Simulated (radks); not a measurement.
Excited configurations of the nickel ion Ni2+: one electron is placed in a higher orbital outside [Ar] 3d7. The ground configuration is [Ar] 3d8. Method: scalar-relativistic Kohn-Sham, PBE, spin-polarised, spherical densities, finite nucleus; open shells are filled with parallel spins first; Fermi nuclear charge, rms radius 3.7757 fm; computed with a radial shooting solver on a logarithmic mesh with Libxc functionals. Excitation = E - E(ground); binding = E(ion) - E, where the ion is the core of charge +3; n* = 3/sqrt(2 binding) in atomic units, and the quantum defect is n - n*.

| outer orbital | excitation (eV) | binding (eV) | quantum defect | eigenvalue (eV) | <r> (bohr) |
|---|---|---|---|---|---|
| 4d | 22.947 | 12.977 | 0.928 | -10.568 | 3.864 |
| 4f | 27.952 | 7.972 | 0.081 | -6.455 | 5.749 |
| 5f | 30.615 | 5.310 | 0.198 | -4.441 | 9.874 |
| 6s | 28.210 | 7.714 | 2.016 | -6.720 | 8.214 |
| 6p | 29.248 | 6.677 | 1.718 | -5.792 | 9.207 |
| 6d | 30.857 | 5.068 | 1.084 | -4.365 | 11.61 |
| 6f | 32.153 | 3.771 | 0.302 | -3.226 | 14.89 |
| 7p | 31.439 | 4.486 | 1.775 | -3.927 | 13.88 |
| 7f | 33.121 | 2.804 | 0.392 | -2.435 | 20.85 |

The Delta-SCF ionisation energy is 35.925 eV (NIST Atomic Spectra Database: 35.19 eV, measured). Self-interaction in the functional shifts the binding energies and quantum defects, so they are the method's values and not measured ones. Open shells are spherical and high-spin; term and fine-structure splittings are not resolved.
